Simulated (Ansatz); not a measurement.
Born–Oppenheimer molecular dynamics of B₃H₉SSi₂ (15 atoms, charge 0, multiplicity 1). It starts from a relaxed structure.

Method: UKS PBE-D4/STO-3G in Ansatz.

```yaml
ensemble: NVT, Nosé–Hoover chain
time_step: 0.25 fs
steps_asked: 248
set_temperature: 1500 K
thermostat: time constant 100 fs, chain length 3 (defaults)
masses: H 10 u
seed: 714576
```

First frame:

```xyz
15
Properties=species:S:1:pos:R:3
B 1.099 0.243 -0.768
B -0.217 -0.896 -0.518
Si 0.251 -2.588 0.341
S -1.693 -0.295 -1.257
B -0.496 0.897 -0.535
Si -0.900 2.276 0.798
H 1.952 0.602 -0.050
H 1.422 -0.378 -1.733
H -0.934 -3.258 0.859
H 1.186 -2.391 1.439
H 0.875 -3.477 -0.630
H 0.502 1.283 -1.390
H -1.860 3.242 0.280
H 0.289 3.009 1.206
H -1.496 1.680 1.986
```

(1) How far do the bonds stretch over the last three quarters of this one trajectory? (Pairs bonded in most of those frames.)

Answers

(1) 
```tsv
bond	mean (Å)	spread (Å)	shortest	longest
B1–B2	1.759	0.054	1.65	1.81
B1–B5	1.798	0.049	1.72	1.88
B1–H7	1.176	0.031	1.12	1.23
B1–H8	1.228	0.027	1.19	1.28
B1–H12	1.339	0.131	1.21	1.59
B2–Si3	1.930	0.043	1.86	2.00
B2–S4	1.778	0.045	1.70	1.85
B2–B5	1.803	0.069	1.72	1.93
Si3–H9	1.455	0.055	1.38	1.54
Si3–H10	1.465	0.018	1.44	1.49
Si3–H11	1.483	0.066	1.37	1.56
S4–B5	1.852	0.057	1.73	1.96
B5–Si6	2.056	0.051	1.97	2.13
Si6–H13	1.474	0.051	1.39	1.57
Si6–H14	1.461	0.029	1.42	1.51
Si6–H15	1.479	0.033	1.42	1.52
```

Mean temperature of the second half: 828 K. The conserved energy stayed within 0.028 meV per atom of its start (net change 0.023 meV per atom), so the integration is sound. The mean temperature of the second half is 45 % below the set value. A run of 0.062 ps of so small a system gives no equilibrium averages. The orbitals stay closed-shell, which can raise the energy where a bond breaks towards radicals; this wasn't checked here. Limits of this set-up: minimal basis.

Time of the run: 24 min on 1 thread of Arm Neoverse V1, with other jobs on the host, peak memory 0.14 GiB.
